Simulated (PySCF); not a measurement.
C3H5ClOSi, SMILES C1[Si@@H](Cl)OC=C1. The structure is a stationary point at B3LYP-D3(BJ)/def2-SVP. The structure was generated by enumeration; whether it is a known compound was not checked. One conformer was computed; it need not be the lowest.

Calculation: B3LYP-D3(BJ)/def2-SVP (PySCF).

Harmonic wavenumbers (cm⁻¹): 86, 183, 254, 434, 473, 557, 660, 700, 733, 763, 775, 863, 875, 940, 953, 1055, 1103, 1186, 1207, 1356, 1407, 1679, 2290, 3030, 3084, 3198, 3220. Rotational constants (GHz): 4.765, 1.666, 1.484; symmetry number 1.

Problem. Work out the zero-point energy and the ideal-gas rigid-rotor harmonic-oscillator thermochemistry at 298.15 K and 1 atm.

Solution. ZPE = ½ Σ hcν = ½ × 33066 cm⁻¹ = 197.78 kJ/mol. H − E(el) = 216.56 kJ/mol. Entropy in J/(mol K): translation 168.52, rotation 115.91, vibration 50.47, total 334.89. G − E(el) = 116.71 kJ/mol. Cp = 102.57 J/(mol K). Modes under 150 cm⁻¹ make the vibrational entropy uncertain.
